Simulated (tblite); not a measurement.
Species: C₆H₁₂BNO.
Numbering: `[CH2:1]=[C:2]([CH3:3])[B@@H-:4]([N+:5]#[C:6][CH3:7])[O:8][CH3:9]` (hydrogens: H10, H11 on C1; H12, H13, H14 on C3; H15 on B4; H16, H17, H18 on C7; H19, H20, H21 on C9)

Cartesian coordinates in Å at the GFN2-xTB level; atoms count from 1:
```
atom  x, y, z in Å
C1    -0.8174   -1.2575   -0.9614
C2    -1.2507   -0.7562    0.1866
C3    -2.6346   -1.0814    0.6706
B4    -0.4313    0.2841    1.1329
N5     1.0694   -0.1474    0.9657
C6     2.0716   -0.1422    0.4019
C7     3.3503   -0.1819   -0.2377
O8    -0.4445    1.6710    0.7431
C9    -0.3056    2.0240   -0.5942
H10   -1.4248   -1.9087   -1.5761
H11    0.1676   -1.0485   -1.3531
H12   -3.1631   -1.7341   -0.0238
H13   -3.2026   -0.1611    0.7981
H14   -2.5806   -1.5668    1.6437
H15   -0.6638    0.1947    2.2897
H16    3.3691   -0.9860   -0.9737
H17    4.1296   -0.3552    0.5049
H18    3.5394    0.7682   -0.7368
H19   -1.0316    1.5089   -1.2355
H20    0.7043    1.7899   -0.9728
H21   -0.4595    3.1031   -0.6727
```

Method: GFN2-xTB as coded in tblite; computed harmonic values from a numerical Hessian at the method's own geometry, unscaled. Against measured fundamentals such values can be off by several per cent, at times by over 20. Modes of hydrogen on boron can be 10 to 20 % off. One conformer, not necessarily the lowest. The optimisation stopped once no atom felt more than 0.01 eV/Å.

Lowest wavenumbers of the output (negative numbers stand for imaginary wavenumbers):
```
mode    cm-1
  1     -41.8
  2      29.2
  3      47.3
  4      64.2
  5     113.4
  6     148.0
  7     159.9
  8     185.5
  9     240.7
 10     273.3
```

Task: Is this structure a minimum?

Result: Not by this Hessian. 1 mode is imaginary beyond 20i (42i cm⁻¹), so at this level the point lies at or near a first-order saddle. The curvature is small, so loose convergence or finite differences may be the whole cause.

Task: Which atoms move in the imaginary mode?

Result: 42i: H16 (methyl hydrogen) 35 %, H18 (methyl hydrogen) 32 %, H17 (methyl hydrogen) 26 %. These are shares of the mass-weighted motion.

Task: What is the remedy?

Result: Step along that mode in both directions, optimise again with tighter thresholds and repeat the frequencies. The zero-point energy of this point (105.7 kcal/mol) counts the 56 real modes alone, and thermal corrections from it aren't those of a minimum.
